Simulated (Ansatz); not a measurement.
A nudged elastic band was laid between two geometries of C3H8ClNSi (14 atoms, charge 0, multiplicity 1).

Computed with RKS B3LYP-D4/def2-SVP (Ansatz 0.2.0).

| Item | Value |
| --- | --- |
| movable images | 5 |
| climbing image | yes |
| spring | 5.0 eV/Å² |
| optimiser | quadratic models (default) |
| start path | IDPP |
| force threshold | 0.03 eV/Å |
| iteration limit | 60 |
| end points | relaxed |

Image 0:

```xyz
14
Properties=species:S:1:pos:R:3
C -0.289 -1.940 -0.451
C 0.370 -0.846 -0.020
N 1.139 -0.804 1.139
C 0.357 0.450 -0.796
Si -0.829 1.749 -0.119
Cl -0.214 2.326 1.805
H -0.305 -2.863 0.136
H -0.801 -1.944 -1.413
H 1.159 0.087 1.625
H 1.009 -1.585 1.773
H 1.370 0.888 -0.836
H 0.042 0.266 -1.836
H -2.211 1.215 -0.007
H -0.810 2.971 -0.970
```

Image 6:

```xyz
14
Properties=species:S:1:pos:R:3
C -0.085 -1.993 -0.677
C 0.266 -0.861 -0.036
N 0.471 -0.780 1.337
C 0.361 0.469 -0.742
Si -0.783 1.790 -0.018
Cl 0.130 2.643 1.666
H -0.166 -2.947 -0.149
H -0.318 -1.982 -1.742
H 1.098 -0.056 1.671
H 0.567 -1.659 1.834
H 1.390 0.871 -0.686
H 0.126 0.350 -1.811
H -2.099 1.232 0.383
H -0.971 2.893 -1.001
```

(1) What changes between the two ends?

(2) What energy profile does the band end with?

(3) What is the geometry of the highest image?

(4) What are the harmonic wavenumbers there?

## Answers

(1) No bond is made or broken. The height of N3 over the plane of its neighbours goes from 0.27 to -0.23 Å.

(2) It converged. The highest image is number 3 of 0 to 6, 3.0 kJ/mol above the first end and 1.9 kJ/mol above the last; the last end lies 1.1 kJ/mol above the first. A vibrational analysis at the climbing image gives one clearly imaginary mode, 325i cm⁻¹: a first-order saddle point.

| image | path coordinate (Å) | energy (kJ/mol) | height of N3 over the plane of its neighbours (Å) |
| --- | --- | --- | --- |
| 0 | 0.00 | 0.0 | 0.27 |
| 1 | 0.32 | 0.1 | 0.26 |
| 2 | 0.65 | 0.6 | 0.23 |
| 3 | 0.97 | 3.0 | -0.01 |
| 4 | 1.13 | 2.0 | -0.16 |
| 5 | 1.29 | 1.2 | -0.23 |
| 6 | 1.44 | 1.1 | -0.23 |

(3) 
```xyz
14
Properties=species:S:1:pos:R:3
C -0.160 -1.991 -0.617
C 0.304 -0.866 -0.031
N 0.733 -0.796 1.277
C 0.349 0.452 -0.765
Si -0.793 1.774 -0.049
Cl 0.073 2.572 1.690
H -0.212 -2.937 -0.073
H -0.489 -1.982 -1.655
H 1.069 0.069 1.673
H 0.741 -1.620 1.859
H 1.375 0.867 -0.767
H 0.062 0.305 -1.818
H -2.122 1.219 0.311
H -0.943 2.904 -1.007
```

(4) 325i, 64, 96, 145, 207, 393, 415, 449, 510, 539, 590, 686, 708, 712, 773, 801, 891, 903, 958, 988, 1086, 1138, 1198, 1375, 1415, 1433, 1620, 1712, 2237, 2258, 3025, 3101, 3151, 3254, 3612, 3740 cm⁻¹.

Time of the run: 70 s on 2 threads of AMD EPYC 9R45 96-Core Processor (Zen 5), with other jobs on the host, peak memory 0.36 GiB.
